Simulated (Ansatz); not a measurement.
**MnH, septet: energies of several shapes or isomers**

Program: Ansatz, Gaussian basis, development build. Basis def2-SVP, nonrelativistic, 9 orbitals frozen in the corrections; active space CAS(8,8). Restricted Hartree–Fock, then the lowest state-specific CASSCF solution met for each case. The basis is small, far from the limit. On stretched bonds single-reference methods can fail or change state. Solutions in different active orbitals can move differences by tenths of an eV and at times more than 1 eV.

Case A: bond length 2.5965 Å. A bond is stretched, to 1.53 times the sum of the covalent radii.

Case B: bond length 1.7310 Å.

Energy less that of case A, in eV:

| case | RHF/ROHF | CASSCF |
| --- | --- | --- |
| B | -1.219 | -0.850 |

(1) What does SC-NEVPT2 give for these differences?

Answers

(1) B: -0.983 eV (-22.7 kcal/mol).
